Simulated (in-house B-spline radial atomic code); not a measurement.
Tc²⁺. Computed with a B-spline radial atomic code. Model: all-electron spherical atom, spin shells full or empty, radial basis limit, no spin-orbit coupling: exact exchange with a local potential (Slater, KLI or optimised effective potential, whose far tail is KLI's), no correlation.

Exchange potential has not reached -1/r at the last radius.

The run also made RPA and GW results, which its time includes.

The Slater potential averages the orbital exchange potentials with the orbital densities as weights, KLI adds orbital constants, and the optimised effective potential minimises the exact-exchange energy among local potentials. So their energies lie above Hartree-Fock in the order OEP, KLI, Slater. All fall off as −1/r, unlike LDA and GGA exchange.

Command:
```bash
python run_gw.py task.json out
```
Settings (nuclear radius in fm, other lengths in bohr, energies in hartree):
```
Z                      43
electrons              41
configuration          [Kr] 4d5
hamiltonian            x2c
method                 slater
lmax                   9
rms_radius             4.41117
spin_polarised         True
box_radius             17.55
intervals              102
```

Run time, properties included: 20 s on 1 thread of Arm Neoverse N1, with other jobs on the host.

Given: hamiltonian one-electron scalar X2C; mean-field start Slater potential.

Computed: energy above Hartree-Fock 354.3 millihartree.

```tsv
radius (bohr)	r times exchange potential up (hartree bohr)	r times exchange potential down (hartree bohr)
0.00116	-0.056451	-0.056454
0.00145	-0.07045	-0.070453
0.00182	-0.08821	-0.088213
0.00228	-0.11012	-0.11012
0.00285	-0.13696	-0.13696
0.00356	-0.16985	-0.16986
0.00445	?	?
0.00557	-0.25923	-0.25924
0.00697	-0.31782	-0.31783
0.00872	-0.38647	-0.38648
0.0109	-0.4647	-0.46471
0.0136	-0.55041	-0.55043
0.0171	-0.64392	-0.64394
0.0213	-0.73206	-0.73208
0.0267	-0.81155	-0.81156
0.0334	-0.86631	-0.86632
0.0418	-0.8881	-0.8881
0.0522	-0.89769	-0.89766
0.0653	-0.95638	-0.9562
0.0817	-1.0891	-1.0886
0.102	-1.2489	-1.2479
0.128	-1.3763	-1.3748
0.16	-1.4108	-1.4082
0.2	-1.3676	-1.3592
0.25	-1.4329	-1.4176
0.313	-1.6473	-1.6324
0.392	-1.8252	-1.8149
0.49	?	?
0.613	-1.6329	-1.6555
0.766	-1.4547	-1.3971
0.959	-1.6103	-1.3991
1.2	-1.7654	-1.4642
1.5	-1.7576	-1.4449
1.88	-1.6019	-1.3572
2.35	-1.3972	-1.2547
2.94	-1.2256	-1.1672
3.67	-1.1175	-1.1036
```

Q: What belongs in the row 0.00445?

A: r times exchange potential up (hartree bohr): -0.21015; r times exchange potential down (hartree bohr): -0.21016.

Q: What belongs in the row 0.49?

A: r times exchange potential up (hartree bohr): -1.8393; r times exchange potential down (hartree bohr): -1.8393.

```tsv
occupied	level (hartree)	Hartree-Fock level (hartree)
1s up	-773.8	-778.19
1s down	-773.8	-778.2
2s up	?	?
2s down	-112.29	-114.36
2p up	-101.09	-102.24
2p down	-101.07	-102.2
3s up	-20.713	-21.645
3s down	-20.692	-21.625
3p up	-16.96	-17.541
3p down	-16.938	-17.516
3d up	-10.813	-10.906
3d down	-10.783	-10.841
4s up	-3.7349	-4.0176
4s down	?	?
4p up	-2.6915	-2.8338
4p down	-2.514	-2.4731
4d up	-1.201	-1.1027
```

Q: What belongs in the row 2s up?

A: level (hartree): -112.31; Hartree-Fock level (hartree): -114.4.

Q: What belongs in the row 4s down?

A: level (hartree): -3.564; Hartree-Fock level (hartree): -3.7453.

```json
{"empty": "4d down", "level (hartree)": "-1.0419"}
{"empty": "5s up", "level (hartree)": "?"}
{"empty": "5s down", "level (hartree)": "-0.88726"}
{"empty": "5p up", "level (hartree)": "-0.71161"}
{"empty": "5p down", "level (hartree)": "-0.67773"}
{"empty": "5d up", "level (hartree)": "-0.42603"}
{"empty": "6s up", "level (hartree)": "-0.42451"}
{"empty": "6s down", "level (hartree)": "?"}
{"empty": "5d down", "level (hartree)": "-0.4112"}
```

Q: What belongs in the row 5s up?

A: level (hartree): -0.94078.

Q: What belongs in the row 6s down?

A: level (hartree): -0.41287.

The highest level, 4d up, differs from Hartree-Fock by -2.7 eV and the deepest, 1s up, by +119 eV: the Slater potential lacks the response part and is deeper than the optimised one throughout, so the top level comes too deep.
